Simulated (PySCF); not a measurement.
Job file and geometry (Å, from GFN2-xTB) of an NMR shielding run on `InChI=1S/C6H12FOPSi/c1-8-5-2-3-9(4-10)6(5)7/h2-4H2,1,10H3`, GIAO PBE0/pcSseg-1 NMR shielding, non-relativistic, gas phase (PySCF); density fitting, a coarse starting grid and PySCF grid level 2 are the driver's defaults:

```
$ OMP_NUM_THREADS=1 python probes_run.py task.json out

{"job": {"kind": "nmr", "xc": "PBE0", "basis": "pcSseg-1"}, "charge": 0, "multiplicity": 1}
C      2.906877     1.117886     0.875659
O      2.539186    -0.041522     0.157503
C      1.252896    -0.452982     0.229741
C      0.201048     0.043695     0.886998
F      0.220525     1.139448     1.693980
P     -1.372739    -0.855220     0.690684
C     -2.019324     0.041060    -0.803752
Si    -2.553291     1.826261    -0.386951
C     -0.405335    -2.225829    -0.141139
C      0.943550    -1.670367    -0.601215
H      3.965984     1.267445     0.673453
H      2.754106     0.986062     1.949768
H      2.341392     1.990672     0.538645
H     -1.265584     0.030314    -1.592957
H     -2.883094    -0.528130    -1.153679
H     -1.368880     2.651104    -0.148964
H     -3.267290     2.349669    -1.556187
H     -3.426782     1.803899     0.784789
H     -0.255871    -3.010635     0.604975
H     -0.981215    -2.658315    -0.960236
H      1.743317    -2.403675    -0.487248
H      0.920114    -1.381454    -1.655499
```

Task: What does the program print?

Result: 
```
coarse grid: 19376 points
cycle   1  E = -1040.7957225253  dE =  1.245e+00  |g| = 6.464e-01  |ddm| = 4.354e+00
cycle   2  E = -1040.7299063910  dE =  6.582e-02  |g| = 8.919e-01  |ddm| = 1.160e+00
cycle   3  E = -1040.8705193317  dE = -1.406e-01  |g| = 1.309e-01  |ddm| = 7.558e-01
cycle   4  E = -1040.8734648854  dE = -2.946e-03  |g| = 5.962e-02  |ddm| = 1.722e-01
cycle   5  E = -1040.8742476806  dE = -7.828e-04  |g| = 1.435e-02  |ddm| = 6.700e-02
cycle   6  E = -1040.8742873477  dE = -3.967e-05  |g| = 6.162e-03  |ddm| = 2.009e-02
cycle   7  E = -1040.8742965218  dE = -9.174e-06  |g| = 1.138e-03  |ddm| = 7.312e-03
final grid: 178376 points
cycle   8  E = -1040.9522697456  dE = -4.218e-05  |g| = 1.335e-02  |ddm| = 3.667e-02
cycle   9  E = -1040.9522265443  dE =  4.320e-05  |g| = 2.021e-02  |ddm| = 2.525e-02
cycle  10  E = -1040.9523058126  dE = -7.927e-05  |g| = 1.890e-03  |ddm| = 1.606e-02
cycle  11  E = -1040.9523065629  dE = -7.503e-07  |g| = 4.298e-04  |ddm| = 2.070e-03
cycle  12  E = -1040.9523065995  dE = -3.656e-08  |g| = 2.109e-04  |ddm| = 6.724e-04
cycle  13  E = -1040.9523066093  dE = -9.859e-09  |g| = 4.211e-05  |ddm| = 2.222e-04
cycle  14  E = -1040.9523066097  dE = -3.424e-10  |g| = 1.457e-05  |ddm| = 5.662e-05
converged SCF energy = -1040.9523066097

GIAO shielding tensors (ppm)
atom      isotropic    diamagn.    paramagn.     s11        s22        s33       span
  0 C      127.509     244.767    -117.258    101.274    102.661    178.593     77.319
  1 O      224.111     395.497    -171.386    105.115    262.992    304.226    199.111
  2 C       36.126     258.106    -221.980    -45.173     63.350     90.200    135.374
  3 C       35.367     258.862    -223.495    -16.624     51.820     70.906     87.530
  4 F      347.773     476.324    -128.551    275.022    316.495    451.803    176.781
  5 P      343.196     966.957    -623.761    277.259    348.978    403.351    126.092
  6 C      176.385     257.716     -81.331    157.822    180.737    190.596     32.774
  7 Si     425.055     879.438    -454.383    403.079    410.281    461.804     58.725
  8 C      162.775     254.927     -92.152    151.507    162.749    174.070     22.564
  9 C      153.400     249.183     -95.783    120.511    157.871    181.818     61.308
 10 H       27.831      27.456       0.376     23.727     25.808     33.960     10.233
 11 H       27.485      29.236      -1.751     23.666     26.169     32.622      8.956
 12 H       27.499      30.699      -3.200     23.659     26.645     32.192      8.534
 13 H       30.433      34.246      -3.813     25.135     31.017     35.148     10.013
 14 H       31.195      31.344      -0.149     25.584     28.925     39.075     13.491
 15 H       27.761      29.428      -1.667     23.472     27.996     31.814      8.342
 16 H       27.584      28.241      -0.658     23.911     24.977     33.863      9.952
 17 H       27.778      28.714      -0.936     24.482     25.963     32.890      8.408
 18 H       29.525      31.380      -1.855     24.371     27.503     36.700     12.329
 19 H       30.386      31.678      -1.292     26.684     27.922     36.553      9.869
 20 H       29.338      30.160      -0.822     24.355     28.248     35.413     11.058
 21 H       28.572      31.591      -3.018     25.586     26.899     33.232      7.646
```

Size and cost of the density-fitted run: 244 basis functions, 68 s wall time on 1 thread of an Arm Neoverse V1, shared host; peak memory 1.1 GiB.
